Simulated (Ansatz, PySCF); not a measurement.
C5H8. Atoms are numbered in the order given.

```xyz
13

C     -0.0499     1.0741    -0.6692
C     -0.0499     1.0741     0.6692
C      0.1094    -0.3196     1.2319
C     -0.1444    -1.2231     0.0000
C      0.1094    -0.3196    -1.2319
H     -0.1104     1.9674    -1.2964
H     -0.1104     1.9674     1.2964
H     -0.5808    -0.5331     2.0653
H      1.1308    -0.4534     1.6380
H     -1.1987    -1.5435     0.0000
H      0.4716    -2.1346     0.0000
H      1.1308    -0.4534    -1.6380
H     -0.5808    -0.5331    -2.0653
```

Geometry: B3LYP-D3(BJ)/def2-SVP. Other conformers were not sampled.

Vertical ionisation energy (IE) and electron affinity (EA) in eV. Rows of orbital energies are one-electron estimates. Where ΔSCF, EOM or ADC give a negative EA the extra electron is unbound and the value depends on the basis.

| level | IE | EA |
|---|---|---|
| −ε(HOMO), −ε(LUMO), HF/def2-TZVP (PySCF) | 9.22 | -3.85 |
| −ε(HOMO), −ε(LUMO), PBE/def2-TZVP (PySCF) | 5.70 | 0.47 |
| ΔSCF, PBE0/def2-TZVPD (Ansatz), final states of multiplicity 2 and 2 | 8.91 | -1.42 |
| ΔSCF, PBE/def2-TZVPD (Ansatz), final states of multiplicity 2 and 2 | 8.81 | -1.26 |

Problem. What vertical singlet–triplet gap does ΔSCF give with PBE0/def2-TZVPD (Ansatz, a first-principles code) and with PBE/def2-TZVPD (Ansatz)? (The exact figures need the calculation; the answer reports its results.)

Solution. 4.10 and 4.23 eV (triplet above singlet where positive).
